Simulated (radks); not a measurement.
Pr3+, 56 electrons, occupied as [Xe] 4f2.

Calculated with a radial shooting solver on a logarithmic mesh with Libxc functionals: non-relativistic Kohn-Sham, r2SCAN, spin-polarised, spherical densities, point nucleus; open shells are filled with parallel spins first (spin-orbit coupling, left out, can overturn this in heavy ions); meta-GGA in the generalised Kohn-Sham scheme; relativity is left out, which matters for an element this heavy.

Energy parts (eV):
| part | energy |
|---|---|
| total | -242799.29 |
| kinetic | 242722.79 |
| electron-nucleus | -573564.12 |
| Hartree | 93702.64 |
| exchange-correlation | -5660.60 |

Orbitals (lengths in bohr, moments of r in powers of bohr; <r^-3> diverges for s and p1/2):
orbital  occ.  eigenvalue (eV)      <r^4>  <r^-3>      <r^2>
1s up       1        -39785.95  1.983e-06       -  0.0008858
1s down     1        -39785.95  1.983e-06       -  0.0008858
2s down     1        -6253.234  0.0003419       -    0.01422
2s up       1        -6253.225  0.0003419       -    0.01422
2p down     3        -5917.962  0.0002201    6897    0.01062
2p up       3        -5917.958  0.0002201    6897    0.01062
3s up       1        -1377.928    0.01326       -    0.09386
3s down     1        -1377.032    0.01324       -    0.09379
3p up       3        -1232.103    0.01239    1364    0.08875
3p down     3        -1231.269    0.01236    1365    0.08867
3d up       5        -961.3858   0.009396   227.4    0.07249
3d down     5        -960.7620   0.009369   227.7    0.07240
4s up       1        -299.5562     0.3328       -     0.4792
4s down     1        -297.4016     0.3328       -     0.4791
4p up       3        -244.1067     0.3901   291.7     0.5117
4p down     3        -241.9238     0.3903   291.7     0.5116
4d up       5        -146.8550     0.5861   40.66     0.6016
4d down     5        -144.6331     0.5894   40.64     0.6024
5s up       1         -62.9378      10.13       -      2.650
5s down     1         -61.9248      10.52       -      2.697
5p up       3         -47.3959      15.38   44.67      3.230
5p down     3         -46.5882      15.99   43.17      3.293
4f up       2         -33.6506      3.159   5.419      1.157
4f down     0         -31.5939      3.499   5.334      1.204

The highest occupied level is 4f up at -33.651 eV. The electron density at the nucleus is 1.457e+05 e/bohr^3. The spin density at the nucleus is 0.337 e/bohr^3 (1s 0.000, 2s -0.037, 3s -1.322, 4s 0.034, 5s 1.661). Summed over all electrons, <r^2> = 38.82 bohr^2, which gives a Langevin (diamagnetic) susceptibility term of -30.7 x 10^-6 cm^3/mol.
